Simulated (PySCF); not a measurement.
**EPR parameters of C5H13N2**

C₅H₁₃N₂ (doublet state).
Cartesian coordinates in Å at the GFN2-xTB level; atoms count from 1:
```
atom  x, y, z in Å
C1    -3.3016    0.4285   -0.5064
C2    -1.8869    0.7562   -0.0468
C3    -0.9454   -0.4325   -0.2355
N4     0.3916   -0.0928    0.1910
C5     1.4600   -0.9019   -0.1953
C6     2.7903   -0.6454    0.4111
N7     3.5123    0.5237   -0.1296
H8    -3.3087    0.1632   -1.5612
H9    -3.7019   -0.4100    0.0597
H10   -3.9567    1.2843   -0.3630
H11   -1.9023    1.0376    1.0092
H12   -1.5014    1.6060   -0.6131
H13   -0.8971   -0.7038   -1.2939
H14   -1.3422   -1.3030    0.3134
H15    0.4427    0.1874    1.1639
H16    1.4095   -1.2533   -1.2146
H17    2.6906   -0.4734    1.4879
H18    3.4422   -1.5096    0.2567
H19    2.9363    1.3534   -0.0204
H20    3.6634    0.3960   -1.1259
```

The hyperfine couplings belong to this conformer and change with its torsions.

The species is `CCCN[CH]CN` [radical].

Computed, not measured: UKS B3LYP, pcH-1 on C H N, non-relativistic, mean-field spin-orbit, GIAO (PySCF). One conformer (not necessarily the lowest) at the GFN2-xTB geometry, without solvent, vibrations or thermal averaging. The geometry wasn't refined by DFT: couplings that depend on bond lengths, twists or pyramidal angles can differ widely from those at the functional's own minimum. The SCF solution wasn't tested for stability.

* g1, g2, g3: 2.00211, 2.00245, 2.00331
* g_iso: 2.00263
* Form of g: rhombic: the two nearest values differ by 28 % of g3 − g1
* ⟨S²⟩: 0.7536 (exact 0.7500)
* α and β electrons: 29, 28
* HOMO–LUMO gap, α and β orbitals: 4.89, 5.70 eV
* Total energy: -307.83546 Eh

Isotropic coupling and dipolar principal values T1 to T3, in mT; ρ(0) is the spin density at the nucleus (MHz turned into mT with g_iso):

| atom | isotope | a_iso | T1 | T2 | T3 | Mulliken spin population | ρ(0) (bohr⁻³) |
| --- | --- | --- | --- | --- | --- | --- | --- |
| C1 | 13C | -0.01 | -0.01 | 0.00 | 0.01 | 0.00 | -0.0004 |
| C2 | 13C | 0.06 | -0.02 | -0.01 | 0.03 | 0.00 | 0.0014 |
| C3 | 13C | 0.41 | -0.09 | -0.05 | 0.13 | -0.01 | 0.0102 |
| N4 | 14N | 0.49 | -0.44 | -0.43 | 0.87 | 0.17 | 0.0426 |
| C5 | 13C | 3.87 | -2.39 | -2.37 | 4.76 | 0.82 | 0.0964 |
| C6 | 13C | -0.45 | -0.07 | -0.04 | 0.11 | -0.04 | -0.0111 |
| N7 | 14N | 0.30 | -0.16 | -0.15 | 0.30 | 0.06 | 0.0259 |
| H8 | 1H | 0.00 | -0.02 | -0.02 | 0.05 | 0.00 | 0.0000 |
| H9 | 1H | 0.02 | -0.03 | -0.02 | 0.05 | 0.00 | 0.0001 |
| H10 | 1H | -0.01 | -0.02 | -0.02 | 0.03 | 0.00 | -0.0001 |
| H11 | 1H | -0.01 | -0.06 | -0.05 | 0.12 | 0.00 | -0.0001 |
| H12 | 1H | 0.01 | -0.07 | -0.06 | 0.13 | 0.00 | 0.0001 |
| H13 | 1H | 0.18 | -0.14 | -0.11 | 0.24 | 0.00 | 0.0011 |
| H14 | 1H | 0.75 | -0.13 | -0.09 | 0.23 | 0.03 | 0.0047 |
| H15 | 1H | 0.01 | -0.48 | -0.21 | 0.69 | 0.00 | 0.0001 |
| H16 | 1H | -1.12 | -1.10 | -0.03 | 1.14 | -0.03 | -0.0070 |
| H17 | 1H | 0.36 | -0.19 | -0.13 | 0.31 | 0.00 | 0.0023 |
| H18 | 1H | 0.60 | -0.22 | -0.12 | 0.34 | 0.01 | 0.0038 |
| H19 | 1H | -0.19 | -0.26 | 0.01 | 0.25 | -0.01 | -0.0012 |
| H20 | 1H | -0.18 | -0.26 | -0.07 | 0.32 | 0.00 | -0.0012 |

Largest spin populations (Mulliken): C5 (+0.82), N4 (+0.17) and N7 (+0.06). The angles at C5 add up to 351.7°, so it is slightly pyramidal.

Under fast tumbling the dipolar parts average out, and these isotropic splittings remain: 1 × 1H (H16, I = 1/2, 2 lines) with 1.12 mT, 1 × 14N (N4, I = 1, 3 lines) with 0.49 mT, 2 × 1H (H17/H18, I = 1/2, 3 lines) with 0.48 mT, 2 × 1H (H13/H14, I = 1/2, 3 lines) with 0.47 mT, 1 × 14N (N7, I = 1, 3 lines) with 0.30 mT and 2 × 1H (H19/H20, I = 1/2, 3 lines) with 0.19 mT.

Nuclei that the bonding pattern makes equivalent are averaged, as if the motion that swaps them (rotation, inversion, ring flip) were fast. The 1H value of +13.0 MHz is a mean of couplings from 5.0 to 21.0 MHz in this one geometry, not an average over conformers. The 1H value of +13.5 MHz is a mean of couplings from 10.1 to 16.9 MHz in this one geometry, not an average over conformers.

The 13C coupling of C5 (108.4 MHz) shows only in satellite lines or after enrichment, since that isotope makes up about 1.07 % of natural carbon.

Hardware: an Arm Neoverse V1 with one thread, shared host with 32 logical CPUs at a one-minute load of 38. Cost: 80 s wall (grids of density and orbitals included), 0.97 GiB resident at most.
